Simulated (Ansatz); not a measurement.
`[OH][W]([F])(=[S])=[S]` + HCl → `[F][W](=[S])(=[S])[Cl]` + H₂O at 700 K and 1 bar (ligand exchange at a W–O bond).

Gas-phase electronic energies from Ansatz, PBE0-D4/def2-TZVP geometries. CCSD(T)/CBS is the MP2 limit (def2-TZVPP, def2-QZVPP) plus CCSD(T) − MP2 in def2-TZVPP, frozen cores. This one scheme is used for every species. def2 core potentials past Kr. For W outer-core shells are correlated without core-valence functions, which leaves a few kJ/mol of doubt a bond. Each species was taken in one conformer, which may not be the lowest.

```
                 species  CCSD(T)/CBS energy (Eh)  H − E (kJ/mol)  S (J/(mol·K))
`[OH][W]([F])(=[S])=[S]`              -1038.26045           115.3          450.0
                     HCl               -460.38127            38.4          211.8
`[F][W](=[S])(=[S])[Cl]`              -1422.27249            78.6          445.6
                     H₂O                -76.37941            80.5          218.4
```

H − E and S are ideal-gas, rigid-rotor, harmonic terms from PBE0-D4/def2-TZVP, for one conformer and one mirror image of each species. 1 Eh = 2625.50 kJ/mol, R = 8.31446 J/(mol·K).

**Question.** By hand: ΔE, ΔH, ΔS and ΔG.

**Answer.** ΔE = (-1422.27249) + (-76.37941) − (-1038.26045) − (-460.38127) = -0.01018 Eh = -26.7 kJ/mol. Δ(H − E) = 78.6 + 80.5 − 115.3 − 38.4 = 5.4, so ΔH = -21.3 kJ/mol. ΔS = 445.6 + 218.4 − 450.0 − 211.8 = 2.2 J/(mol·K). ΔG = -21.3 − 700 × (2.2)/1000 = -22.8 kJ/mol.

**Question.** By hand: the equilibrium constant, and the temperature at which ΔG would vanish if ΔH and ΔS stayed fixed.

**Answer.** log₁₀ K = −ΔG/(RT ln 10) = 1.7. ΔH and −TΔS have one sign here, so there is no such temperature.

The number of gas molecules stays the same, so ΔS is small and ΔH decides. A doubt of 5 kJ/mol in ΔE shifts log₁₀ K by 0.4 here. Other conformers and mirror images would add mixing entropy, several J/(mol·K) or more a flexible species. These are equilibria of isolated gas molecules and say nothing of rates. Largest T1 diagnostic: 0.022 (customary marks: 0.02 for closed shells, 0.045 for open ones).

ΔS is within the doubt of such terms, so its sign, and with it that verdict, could turn.
